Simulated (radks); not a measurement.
Excited configurations of the promethium ion Pm2+: one electron is placed in a higher orbital outside [Xe] 4f4. The ground configuration is [Xe] 4f5. Calculated with a radial shooting solver on a logarithmic mesh with Libxc functionals: scalar-relativistic Kohn-Sham, r2SCAN, spin-unpolarised, spherical densities, finite nucleus; meta-GGA in the generalised Kohn-Sham scheme; Fermi nuclear charge, rms radius 4.962 fm. Excitation = E - E(ground); binding = E(ion) - E, where the ion is the core of charge +3; n* = 3/sqrt(2 binding) in atomic units, and the quantum defect is n - n*.

outer orbital  excitation (eV)  binding (eV)  quantum defect  eigenvalue (eV)
5d                       3.560        19.100           2.468          -14.710
5f                      15.141         7.520           0.965           -5.988
6s                       4.778        17.883           3.383          -15.312
6p                       8.827        13.834           3.025          -11.723
6d                      13.545         9.116           2.335           -7.560
6f                      17.716         4.945           1.024           -4.102
7s                      13.290         9.371           3.385           -8.066
7p                      14.974         7.687           3.009           -6.618
7d                      17.066         5.595           2.322           -4.750
7f                      19.181         3.480           1.068           -2.943

The Delta-SCF ionisation energy is 22.661 eV (NIST Atomic Spectra Database: 22.4 eV, semi-empirical). Self-interaction in the functional shifts the binding energies and quantum defects, so they are the method's values and not measured ones. Spin polarisation and multiplet splitting are left out, so open shells lie too high by an amount that depends on their filling. Spin-orbit splitting is averaged out at the scalar-relativistic level.

Beside tabulated values, note that spin-unpolarised runs miss the spin-polarisation part of the exchange energy of open shells.
